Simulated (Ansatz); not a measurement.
Relaxation of C₂H₄FSi (8 atoms, charge 1, multiplicity 1), to a largest force component of 0.015 eV/Å in at most 40 steps.

Method: RKS PBE-D4/STO-3G in Ansatz 0.2.0.

```xyz
8
Properties=species:S:1:pos:R:3:forces:R:3
C -0.249 1.330 -0.226 -0.78 1.51 -0.22
C -0.489 -0.042 -0.077 0.22 -3.82 0.35
Si 0.232 -1.563 0.563 0.40 1.91 -1.24
F 0.057 -1.468 2.132 -0.75 -0.01 2.48
H 0.515 1.832 0.373 0.84 0.40 0.35
H -1.170 1.919 -0.339 -0.62 0.66 0.28
H 0.078 1.284 -1.293 0.68 0.06 -0.98
H 1.054 -2.698 0.245 0.01 -0.71 -1.03
```

Question: Where does it end, and by what steps?

Answer: The run converged. Limits of this set-up: minimal basis, the dipole of an ion depends on the origin. After 8 steps the energy has fallen by 0.830 eV; F4 moved furthest, 0.49 Å.

```json
{"step": "0", "energy less start (eV)": "0.0000", "largest force component (eV/Å)": "3.824", "accepted": "yes"}
{"step": "1", "energy less start (eV)": "-0.5764", "largest force component (eV/Å)": "0.980", "accepted": "yes"}
{"step": "2", "energy less start (eV)": "-0.7285", "largest force component (eV/Å)": "1.196", "accepted": "yes"}
{"step": "3", "energy less start (eV)": "-0.7879", "largest force component (eV/Å)": "0.397", "accepted": "yes"}
{"step": "4", "energy less start (eV)": "-0.8219", "largest force component (eV/Å)": "0.223", "accepted": "yes"}
{"step": "5", "energy less start (eV)": "-0.8267", "largest force component (eV/Å)": "0.122", "accepted": "yes"}
{"step": "6", "energy less start (eV)": "-0.8296", "largest force component (eV/Å)": "0.020", "accepted": "yes"}
{"step": "7", "energy less start (eV)": "-0.8296", "largest force component (eV/Å)": "0.016", "accepted": "yes"}
{"step": "8", "energy less start (eV)": "-0.8297", "largest force component (eV/Å)": "0.010", "accepted": "yes"}
```

```xyz
8
Properties=species:S:1:pos:R:3
C -0.219 1.343 -0.318
C -0.370 -0.060 0.076
Si 0.506 -1.405 0.898
F -0.162 -1.867 2.318
H 0.570 1.952 0.180
H -1.213 1.864 -0.329
H 0.036 1.258 -1.424
H 0.881 -2.491 -0.023
```

Whether the end is a true minimum wasn't checked by a vibrational analysis.

Run time: 11 s on 1 thread of Arm Neoverse V2, with other jobs on the host, peak memory 0.12 GiB.
